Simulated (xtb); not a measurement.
xtb input (GFN1-xTB):

```bash
xtb mol.xyz --gfn 1 --sp --chrg -1 --uhf 0
```
mol.xyz:
```
3

N     -0.00000000    -0.00000000    -1.25788698
C     -0.00000000    -0.00000000    -0.07148933
O      0.00000000     0.00000000     1.15426811
```

End of the output:

```
         :::::::::::::::::::::::::::::::::::::::::::::::::::::
         ::                     SUMMARY                     ::
         :::::::::::::::::::::::::::::::::::::::::::::::::::::
         :: total energy             -10.227739166126 Eh    ::
         :: gradient norm              0.043533195532 Eh/a0 ::
         :: HOMO-LUMO gap              6.941828245659 eV    ::
         ::.................................................::
         :: SCC energy               -10.335560327454 Eh    ::
         :: -> electrostatic           0.226507403497 Eh    ::
         :: repulsion energy           0.108233139906 Eh    ::
         :: dispersion energy         -0.000411978579 Eh    ::
         :: halogen bond corr.         0.000000000000 Eh    ::
         :: add. restraining           0.000000000000 Eh    ::
         :: total charge              -1.000000000000 e     ::
         :::::::::::::::::::::::::::::::::::::::::::::::::::::

           -------------------------------------------------
          |                Property Printout                |
           -------------------------------------------------

    * Orbital Energies and Occupations

         #    Occupation            Energy/Eh            Energy/eV
      -------------------------------------------------------------
         1        2.0000           -0.5061861             -13.7740
         2        2.0000           -0.4588425             -12.4857
         3        2.0000           -0.3275216              -8.9123
         4        2.0000           -0.2983802              -8.1193
         5        2.0000           -0.2983802              -8.1193
         6        2.0000           -0.2051272              -5.5818
         7        2.0000           -0.1552279              -4.2240
         8        2.0000           -0.1552279              -4.2240 (HOMO)
         9                          0.0998795               2.7179 (LUMO)
        10                          0.0998795               2.7179
        11                          0.5398953              14.6913
        12                          1.6269741              44.2722
      -------------------------------------------------------------
                  HL-Gap            0.2551075 Eh            6.9418 eV
             Fermi-level           -0.0276742 Eh           -0.7531 eV

  Mulliken/CM5 charges         n(s)   n(p)   n(d)
     1N    -0.73846 -0.85037   1.686  4.053  0.000
     2C     0.42133  0.56587   0.960  2.619  0.000
     3O    -0.68287 -0.71550   1.764  4.919  0.000

Wiberg/Mayer (AO) data.
largest (>0.10) Wiberg bond orders for each atom

 ---------------------------------------------------------------------------
     #   Z sym  total        # sym  WBO       # sym  WBO       # sym  WBO
Note: The following floating-point exceptions are signalling: IEEE_DENORMAL
normal termination of xtb
 ---------------------------------------------------------------------------
     1   7 N    2.783 --     2 C    2.426     3 O    0.357
     2   6 C    3.935 --     1 N    2.426     3 O    1.509
     3   8 O    1.866 --     2 C    1.509     1 N    0.357
 ---------------------------------------------------------------------------

Topologies differ in total number of bonds
Writing topology from bond orders to xtbtopo.mol

 dipole moment from electron density (au)
     X       Y       Z
   0.0000   0.0000   0.4717  total (Debye):    1.199

           -------------------------------------------------
          | TOTAL ENERGY              -10.227739166126 Eh   |
          | GRADIENT NORM               0.043533195532 Eh/α |
          | HOMO-LUMO GAP               6.941828245659 eV   |
           -------------------------------------------------

------------------------------------------------------------------------
------------------------------------------------------------------------
 total:
 SCF:
```

It need not be the lowest isomer of its formula. Whether it binds its extra electron was not tested at this geometry.
